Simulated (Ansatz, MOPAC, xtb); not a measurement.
Spectroscopic constants of RhF, multiplicity 3 (lowest of 2S+1 = 1, 3, 5 at CCSD(T)/def2-TZVPP on PBE0 minima; our sources give no spin for the ground state, which may be another). No spin–orbit coupling.

The constants come from a fifth-degree fit in 1/R (seven points, main isotopes). Runs in def2 and cc sets follow the lowest solution found near the PBE0 minimum.

Correlated levels freeze the inner cores; with def2 sets outer-core shells near the valence are correlated too. The state that PM6 reach isn't checked.

Programs: Ansatz (Gaussian orbitals); MOPAC for PM6 (differences of heats of formation); xtb for the GFN methods. Each number belongs to the level named beside it. In def2 rows elements past Kr take small-core potentials, without spin–orbit coupling. The GFN methods have no spin term and hold the electronic entropy of 300 K.

```tsv
level	r_e (Å)	ω_e (cm⁻¹)	ω_e x_e (cm⁻¹)	dipole (D)
PM6	1.895	489	5.6	-
GFN1-xTB	1.898	487	1.6	-
GFN2-xTB	1.857	515	1.6	-
PBE/def2-TZVPP	1.896	547	3.0	3.89
B3LYP/def2-TZVPP	1.916	539	2.7	4.64
BHLYP/def2-TZVPP	1.952	542	2.6	5.49
B2PLYP/def2-TZVPP	1.939	___	2.6	-
CCSD(T)/def2-TZVPP	___	___	2.8	-
```

Q: What belongs in the gaps?

A: 
- CCSD(T)/def2-TZVPP, r_e (Å): 1.937
- CCSD(T)/def2-TZVPP, ω_e (cm⁻¹): 552
- B2PLYP/def2-TZVPP, ω_e (cm⁻¹): 546

Ansatz is an electronic-structure program.
